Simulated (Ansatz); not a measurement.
Reaction: BH3 (SMILES B) → BH2 (SMILES [BH2], doublet) + H (doublet) (the B-H bond breaks)
Each species at its own B3LYP-D3(BJ)/def2-TZVP minimum (Ansatz, a first-principles code).

Total energies in hartree (Ansatz). Radicals and triplets start from unrestricted determinants; spin-orbit coupling is neglected. Cores are frozen in correlated methods. No relativity. For partners of very few electrons the exact lower level stands in for a higher one.

| species | HF/cc-pVTZ | CCSD(T)/cc-pVTZ | HF/cc-pVQZ | CCSD(T)/cc-pVQZ | CCSDT(Q)/cc-pVQZ |
|---|---|---|---|---|---|
| 1: BH3 (borane, SMILES B) | -26.40015 | -26.53772 | -26.40208 | -26.54506 | -26.54551 |
| 2: BH2 (SMILES [BH2], doublet) | -25.76030 | -25.86304 | -25.76199 | -25.86898 | -25.86944 |
| 3: H (doublet) | -0.49981 | -0.49981 | -0.49995 | -0.49995 | -0.49995 |

### Question
Work out the bond dissociation energy (electronic) in kcal/mol: take Hartree-Fock from cc-pVQZ, extrapolate the CCSD(T) correlation energy as X^-3 (X = 3, 4), and add CCSDT(Q) - CCSD(T) in cc-pVQZ. 1 hartree = 627.51 kcal/mol.

### Answer

Species 1: correlation (64·(-0.14298) - 27·(-0.13757))/37 = -0.14693; step -0.00045; E1 = -26.40208 + (-0.14693) + (-0.00045) = -26.54946
Species 2: correlation (64·(-0.10699) - 27·(-0.10274))/37 = -0.11009; step -0.00046; E2 = -25.76199 + (-0.11009) + (-0.00046) = -25.87254
Species 3: correlation (64·(0.00000) - 27·(0.00000))/37 = 0.00000; step +0.00000; E3 = -0.49995 + (0.00000) + (+0.00000) = -0.49995
-1·E1 +1·E2 +1·E3 = 0.17697 hartree = 111.1 kcal/mol.
